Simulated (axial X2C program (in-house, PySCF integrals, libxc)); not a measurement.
## Nuclear properties of InS⁺

Calculated with an axial X2C code built on PySCF integrals: two-component X2C with atomic mean-field Coulomb and Gaunt terms, Gaussian nuclei, basis In dyall-cv3z, S dyall-av3z with contracted cores.

R = 2.527 Å (near the PBE0 minimum at charge 1 of the determinant lowest at the starting distance; the state shown can have its own minimum elsewhere).

Input and command:
```json
{"zs": [49, 16], "q": 1, "bas": ["dyall-cv3z", "dyall-av3z"], "r0": 2.3, "levels": ["PBE0", "HF", "LDA", "BHandHLYP", "TPSSh"], "nst": 3}
```
```bash
python soeom.py task.json out
```

Keys: zs atomic numbers; q charge; bas basis sets; r0 starting distance in Å; levels methods; nst determinants followed.

Determinant lowest in the PBE0 search, Ω = 2 (⟨Sz⟩ = 1.00, ⟨Lz⟩ = 1.00 at PBE0), spin on the atoms In 0.19, S 0.81:

```tsv
level	Eeff magnitude (GV/cm)	Ws magnitude In (kHz)	A∥/gI In (MHz)	qzz In (a.u.)	A∥/gI S (MHz)	qzz S (a.u.)
PBE0	13.7	3.96	827	-2.11	228	1.56
HF	19.8	5.75	544	-2.66	220	1.72
LDA	11.4	3.29	901	-1.86	246	1.50
BHandHLYP	14.6	4.24	715	-2.12	240	1.69
TPSSh	13.3	3.82	884	-2.08	244	1.48
```

Eeff is the effective electric field on the electron electric dipole moment in this Ω state and Ws the scalar–pseudoscalar constant of the nucleus named (defined with the proton number Z and per Ω); A∥ (defined per Ω) follows by multiplying with gI = μI/(I μN); qzz is the electric field gradient, eQq0 = 234.96 MHz × Q/barn × qzz. The operators were transformed with the bare-nucleus X2C matrices; with these basis sets, hyperfine constants and field gradients can be off by tens of per cent, and where levels differ in sign neither size nor sign is settled.

**Question.** With gI(115In) = 1.2313, Q(115In) = 0.772 barn, gI(33S) = 0.4292, Q(33S) = -0.0694 barn (g factors from the IAEA table of nuclear moments by Stone; Q from Pyykkö, Mol. Phys. 2018), turn the PBE0 values of the first state into constants in MHz.

**Answer.** A∥(115In) = 827 × 1.2313 = 1020 MHz; eQq0(115In) = 234.96 × (0.772) × (-2.11) = -383 MHz; A∥(33S) = 228 × 0.4292 = 97.9 MHz; eQq0(33S) = 234.96 × (-0.0694) × (1.56) = -25.4 MHz.

Each state is one determinant with collinear spin, which with several unpaired electrons need not be a pure state. Unrestricted Hartree–Fock can overshoot spin polarisation at the nuclei. With several open shells hyperfine constants can be off by a factor of several. Open-shell Ω = 0 determinants with evenly filled partner blocks cannot be reached by this program, so the Ω shown need not be the lowest component. States lie within half an eV, so the first need not be the ground state. Further determinants of the search, some of them spin-mixed, are not shown.
